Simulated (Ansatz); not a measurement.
One change: `O=C=[N][SnH2][F]` becomes `O=C=NP`.

Ansatz, PBE0-D4/def2-TZVP geometries, multiplicity 1. Each molecule was computed in one conformer, which needn't be the lowest.

Elements past krypton have def2 core potentials.

```tsv
property	`O=C=[N][SnH2][F]`
size of the dipole moment (B3LYP/def2-TZVPP) / D	3.88
HOMO–LUMO gap (PBE/def2-TZVPP) / eV	5.23
size of the dipole moment (ωB97M-V/def2-TZVPP) / D	3.89
HOMO energy (PBE/def2-TZVPP) / eV	-7.23
HOMO–LUMO gap (PBE0/def2-TZVPP) / eV	7.56
LUMO energy (PBE0/def2-TZVPP) / eV	-1.07
```

Give the same properties after the change, and the shifts. (An estimate is asked.)

Ansatz gave: 
```csv
property,`O=C=NP`,shift
size of the dipole moment (B3LYP/def2-TZVPP) / D,2.20,-1.68
HOMO–LUMO gap (PBE/def2-TZVPP) / eV,4.94,-0.29
size of the dipole moment (ωB97M-V/def2-TZVPP) / D,2.15,-1.74
HOMO energy (PBE/def2-TZVPP) / eV,-6.34,0.89
HOMO–LUMO gap (PBE0/def2-TZVPP) / eV,7.09,-0.47
LUMO energy (PBE0/def2-TZVPP) / eV,-0.43,0.64
```

With PBE0 the HOMO rises by 1.12 eV and the LUMO rises by 0.64 eV, so the gap narrows by about 0.48 eV. PBE moves the HOMO by 0.89 eV and ωB97M-V by 1.22 eV. Dipoles are sizes alone; their direction can turn.

B3LYP here is the variant with VWN-RPA as its local correlation; programs differ in this.
